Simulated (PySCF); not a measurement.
C2H9OPSi, SMILES C[Si](C)(O)P. Coordinates come from a PBE-D3(BJ)/def2-SVP optimisation. The values are those of a single conformer.

Computed equilibrium geometry at PBE-D3(BJ)/def2-SVP (PySCF confirms it by a frequency run) as Cartesian coordinates in Å (one conformer of several):
```xyz
14

C     -1.1062    -0.9484    -1.4236
Si    -0.3458     0.1266    -0.0678
C     -0.1707     1.9041    -0.6777
O     -1.2734     0.0421     1.3464
P      1.7054    -0.5843     0.6206
H     -0.4684    -0.9458    -2.3314
H     -1.2176    -1.9983    -1.0853
H     -2.1093    -0.5726    -1.7192
H      0.4965     1.9580    -1.5630
H      0.2543     2.5526     0.1146
H     -1.1550     2.3243    -0.9739
H     -2.2282     0.1715     1.2101
H      1.3346    -1.9764     0.5601
H      2.2016    -0.5925    -0.7351
```
Charge 0, spin multiplicity 1.
